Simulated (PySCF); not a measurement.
Isomers of C7H13N. Method used: PySCF, PBE0-D3(BJ)/def2-SVP geometry optimisation, gas phase. Energies are electronic, without zero-point or thermal terms, for one conformer each. No frequencies were run at this level. Point groups hold within 0.08 Å.

Problem. Rank from lowest to highest electronic energy at this level (kcal/mol).
A. `CC=C=C(C)N(C)C`
B. `[CH2:1]1[CH2:2][CH:3]2[CH2:4][CH2:5][CH2:6][N:7]2[CH2:8]1` with C8–C1–C2–C3 -40°, C1–C2–C3–C4 145°, C2–C3–C4–C5 -93°, C3–C4–C5–C6 -36°
C. `[H]/[N:8]=[CH:7]\[CH2:6][C:4](=[C:2]([CH3:1])[CH3:3])[CH3:5]` with C2–C4–C6–C7 82°, C4–C6–C7–N8 -126°

Solution. B (0.0), C (25.8), A (46.8).

As drawn, the highest has cumulated double bonds and a C=C bond outside aromatic rings, which the lowest lacks.

```csv
SMILES,E (Eh),E rel (kcal/mol),dipole (D),point group,"A, B, C (MHz)"
C1CC2CCCN2C1,-328.70861,0.0,0.94,C1,"3658, 2040, 1551"
[H]/N=C\CC(C)=C(C)C,-328.66743,25.8,2.51,C1,"2817, 1424, 1052"
CC=C=C(C)N(C)C,-328.63406,46.8,0.95,C1,"3220, 1206, 975.2"
```
